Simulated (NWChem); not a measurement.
System: CH$_{5}$ClGeO; SMILES [Cl][GeH2][O]C

```xyz
9

Ge     0.6861    -0.0216     0.0508
Cl    -0.7054    -1.7120    -0.0549
O     -0.1256     1.4623    -0.5066
C     -1.2212     1.9786     0.2453
H      1.8223    -0.2735    -0.9501
H      1.0884     0.1012     1.5380
H     -2.0965     1.3197     0.1843
H     -0.9614     2.1279     1.3034
H     -1.4820     2.9491    -0.1875
```
Atoms are numbered in this order, from 1.

Program: NWChem. Pople sets run with spherical d functions. Geometry: optimised at B3LYP/6-31G* (spherical d). Total energies compare along this basis series because the functional is fixed.

```
level                  basis functions  energy (Ha)  highest occupied level (eV)  orbital gap (eV)  dipole (D)  relative time
---------------------  ---------------  -----------  ---------------------------  ----------------  ----------  -------------
Hartree-Fock/STO-3G                 42   -2620.5680                        -9.43             17.72        2.79              1
Hartree-Fock/3-21G                  63   -2637.7032                       -12.10             15.45        2.96              1
Hartree-Fock/6-31G*                 88   -2650.2395                       -12.05             15.28        2.26              5
Hartree-Fock/6-311G**              136   -2650.5497                       -12.14             15.15        2.21              8
```

Relative times are rough (shared machine, one core).
